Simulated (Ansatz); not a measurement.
Job for Ansatz (an electronic-structure program): R-CCSD(T)/aug-cc-pVTZ on AsH5O (a complex), monomers drawn apart or pushed together. The run froze 15 orbitals, filled d shells among them.

Ansatz 0.2 input:
```yaml
crystal:
  periodic: [false, false, false]
  atoms:
    - {symbol: O, position_ang: [-0.04880423, 0.63243907, -0.59994090]}
    - {symbol: H, position_ang: [-0.91007277, 0.30571641, -0.87872982]}
    - {symbol: H, position_ang: [-0.00101452, 0.43945104, 0.34582986]}
    - {symbol: As, position_ang: [0.42838473, -1.08782223, 4.93155475]}
    - {symbol: H, position_ang: [-0.00134446, -0.39793025, 6.21762144]}
    - {symbol: H, position_ang: [1.84267002, -1.33129128, 5.43488071]}
    - {symbol: H, position_ang: [-0.06199677, -2.44968313, 5.40106160]}
basis:
  gaussian:
    orbitals: aug-cc-pVTZ
magnetization: {spin_polarized: false}
correlation: {method: ccsd_t, electrons: outside_noble_gas}
scf: {lower_state_search: off}
```

The log:

```
WARN ansatz: RAYON_NUM_THREADS=1 ignored (pool sized by the plan → 1); use --threads N
Functional definition: HF
these checks for a lower state are left out or cut short: stability, starts, cluster_reference, orbital_swaps, neighbouring_geometries, increment
integrals: 1.03 GiB planned
1265 factors; integrals over basis functions are off by at most 1.0e-3 eV
mean field: 0.62 GiB planned
mean field evaluation 1: about -62911.2366 eV, gradient 3.5e1 eV
mean field evaluation 2: about -62911.2723 eV, gradient 3.5e1 eV
mean field evaluation 4: about -62913.6292 eV, gradient 2.3e0 eV
mean field evaluation 8: about -62913.6637 eV, gradient 1.2e-1 eV
mean field -62913.66378710 eV, -2312.0344997630 hartree, gradient 1.0e-6 eV, S^2 0.000000; 0 other end points of the search recorded, 0 dependent functions left out
15 core orbitals not correlated
reference -62913.66378710 eV, -2312.0344997630 hartree; 8, 8 occupied and 197, 197 virtual orbitals, 1265 factors
second order -11.67289647 eV of doubles, -0.00000000 eV of singles
coupled cluster: 1.21 GiB planned
cycle   1  -12.15116614 eV  change   -4.8e-1 eV  update   7.4e-2
cycle   2  -12.47875092 eV  change   -3.3e-1 eV  update   2.4e-2
cycle   3  -12.53341480 eV  change   -5.5e-2 eV  update   1.1e-2
cycle   4  -12.52650674 eV  change    6.9e-3 eV  update   2.8e-3
cycle   5  -12.52666697 eV  change   -1.6e-4 eV  update   1.0e-3
cycle   6  -12.52646434 eV  change    2.0e-4 eV  update   2.9e-4
cycle   7  -12.52628597 eV  change    1.8e-4 eV  update   1.0e-4
cycle   8  -12.52630435 eV  change   -1.8e-5 eV  update   3.6e-5
cycle   9  -12.52631425 eV  change   -9.9e-6 eV  update   1.2e-5
perturbative correction -0.40490845 eV, -0.0148801112 hartree
Total energy: -62926.59500981 eV, -2312.5097134323 hartree
Checks for a lower state left out: stability, starts, cluster_reference, orbital_swaps, neighbouring_geometries, increment
```

Self-consistency was reached.

Cost: around 3 core-minutes (rough).
